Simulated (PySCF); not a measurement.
Gas-phase reaction: 3 Ge(OH)4 ⇌ Ge3H8 + 5 O2 + 2 H2O

Computed with PySCF and rigid-rotor harmonic-oscillator thermochemistry at 1 bar. † marks an energy on the PBE0/def2-TZVP geometry and frequencies; other levels use their own. MP2 and CCSD(T) freeze the core. Open shells (unrestricted): O2 (multiplicity 3); the rest are closed-shell singlets. B3LYP is the form with VWN-RPA correlation. Ge: all electrons, no relativistic terms. Ge(OH)4: computed as isolated molecules; such fragments, hydroxides, amides, oligomers or adducts are transient or little studied in the gas. MP2 isn't extrapolated to the basis-set limit. CCSD(T) isn't extrapolated to the basis-set limit.

```
level               ΔH°(298 K), kJ
------------------  --------------
B3LYP/def2-TZVP†                 …
BLYP/def2-TZVP†                  …
CCSD(T)/def2-SVP†             2455
MP2/def2-SVP†                 2597
MP2/def2-TZVPP†                  …
PBE/def2-TZVP†                   …
PBE0/def2-TZVP                2496
ωB97X-V/def2-TZVP†            2560
```

Problem. Some entries are withheld; supply them.

Solution. 
- B3LYP/def2-TZVP†, ΔH°(298 K), kJ: 2476
- BLYP/def2-TZVP†, ΔH°(298 K), kJ: 2350
- MP2/def2-TZVPP†, ΔH°(298 K), kJ: 2875
- PBE/def2-TZVP†, ΔH°(298 K), kJ: 2397
